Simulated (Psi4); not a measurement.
Ge (SMILES [Ge+]), charge +1, doublet. Base run: R2SCAN/aug-cc-pVDZ (Psi4).

Psi4 was given this input:
```
memory 2 GB

molecule mol {
1 2
Ge    0.000000    0.000000    0.000000
}

set {
  basis aug-cc-pvdz
  reference uks
}

energy('r2scan')
print_variables()
```

Each row names what was changed in the base input (with any setting that the change needs).

```csv
change,E (Eh),<S^2>
base,-2076.57743,0.755
functional = tpss,-2076.56776,0.753
functional = mn15,-2076.66630,0.752
functional = pbe0,-2076.20355,0.753
functional = pbe,-2076.28315,0.752
functional = scan,-2076.82787,0.755
functional = bhhlyp,-2076.32578,0.754
functional = hf (with energy('scf')),-2074.48607,0.760
functional = blyp,-2076.67027,0.751
functional = revpbe,-2076.44435,0.752
functional = wb97x-v,-2076.31724,0.753
functional = x3lyp,-2076.43495,0.752
functional = cam-b3lyp,-2076.61949,0.753
```

Absolute energies of different levels of theory aren't comparable as measures of quality.

Open shells are given as the SCF converged; they aren't shown to be the lowest states, and a large step between rows can be another state.
